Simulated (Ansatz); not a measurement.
BH₆NSeSi: the same geometry under several functionals.

```yaml
crystal:
  periodic: [false, false, false]
  atoms:
    - {symbol: B, position_ang: [-1.008306, 0.919425, -0.583353]}
    - {symbol: Si, position_ang: [0.291333, 0.087082, 0.586762]}
    - {symbol: N, position_ang: [0.098940, -1.428375, 1.317227]}
    - {symbol: Se, position_ang: [0.560909, 0.092985, -1.875313]}
    - {symbol: H, position_ang: [-1.964342, 0.233153, -0.820334]}
    - {symbol: H, position_ang: [-1.075206, 2.104011, -0.713663]}
    - {symbol: H, position_ang: [1.579980, 0.653461, 1.051026]}
    - {symbol: H, position_ang: [0.869453, -1.995339, 1.628780]}
    - {symbol: H, position_ang: [-0.756790, -1.949700, 1.224640]}
    - {symbol: H, position_ang: [1.487327, 1.231998, -1.812773]}
basis:
  gaussian: {orbitals: def2-TZVPP}
hamiltonian: {xc: r2scan, dispersion: d4}
output: {forces: true, orbitals: {seedname: orbitals}}
```

```sh
$ ansatz run in.yaml --threads 4 --pin off --events-out ev --progress --plain --max-ram 10444MiB
```

Output, abridged:

```
Functional definition: r2SCAN
1353 factors; their error is unknown
mean field evaluation 1: about -75479.0679 eV, gradient 7.4e1 eV
mean field evaluation 2: about -75448.7830 eV, gradient 1.2e2 eV
mean field evaluation 4: about -75490.7785 eV, gradient 1.2e1 eV
mean field evaluation 8: about -75491.1991 eV, gradient 3.2e-1 eV
mean field evaluation 16: about -75491.1491 eV, gradient 5.3e-3 eV
mean field -75491.14910253 eV, -2774.2485597792 hartree, gradient 1.7e-5 eV, S^2 0.000000; 0 other end points of the search recorded, 0 dependent functions left out
reference -75491.14911585 eV, -2774.2485602689 hartree; 33, 33 occupied and 203, 203 virtual orbitals, 1353 factors
Total energy: -75491.20543741 eV, -2774.2506300479 hartree
Atom 0 at    -1.008306     0.919425    -0.583353 Å, force    -0.085578     0.049035     0.052199 eV/Å
Atom 1 at     0.291333     0.087082     0.586762 Å, force     0.017085     0.076558     0.020756 eV/Å
Atom 2 at     0.098940    -1.428375     1.317227 Å, force    -0.007901    -0.003245     0.025315 eV/Å
Atom 3 at     0.560909     0.092985    -1.875313 Å, force     0.070304    -0.019811    -0.109597 eV/Å
Atom 4 at    -1.964342     0.233153    -0.820334 Å, force     0.030496     0.031613     0.003908 eV/Å
Atom 5 at    -1.075206     2.104011    -0.713663 Å, force    -0.008153    -0.050360    -0.004901 eV/Å
Atom 6 at     1.579980     0.653461     1.051026 Å, force    -0.007794    -0.007878    -0.002456 eV/Å
Atom 7 at     0.869453    -1.995339     1.628780 Å, force    -0.003408    -0.035914     0.010741 eV/Å
Atom 8 at    -0.756790    -1.949700     1.224640 Å, force     0.000902    -0.032478     0.003051 eV/Å
Atom 9 at     1.487327     1.231998    -1.812773 Å, force    -0.005952    -0.007519     0.000984 eV/Å
Dipole moment:     0.311902    -0.392603     0.306653 e Å
```

Run time 5.5 s (4 threads of an Arm Neoverse V1 on a shared host); peak host memory 0.33 GiB.

The same input with `hamiltonian: {xc: {name: wB97M-V}}` (abridged; 14 s):

```
Functional definition: wB97M-V
mean field evaluation 16: about -75487.9533 eV, gradient 1.6e-4 eV
mean field -75487.95327340 eV, -2774.1311152249 hartree, gradient 6.7e-5 eV, S^2 0.000000
Total energy: -75487.95332684 eV, -2774.1311171890 hartree
Atom 0 force    -0.111966     0.045057     0.025212 eV/Å
Atom 1 force     0.058631     0.168606     0.033610 eV/Å
Atom 2 force     0.014718    -0.053000     0.001709 eV/Å
Atom 3 force     0.122751     0.059957    -0.068576 eV/Å
Atom 4 force     0.120944     0.087422     0.040333 eV/Å
Atom 5 force     0.019493    -0.159035     0.026238 eV/Å
Atom 6 force    -0.144399    -0.066937    -0.061246 eV/Å
Atom 7 force    -0.033331     0.005509    -0.004569 eV/Å
Atom 8 force     0.025296     0.001958     0.007689 eV/Å
Atom 9 force    -0.072135    -0.089537    -0.000400 eV/Å
Dipole moment:     0.310396    -0.385429     0.343137 e Å
```
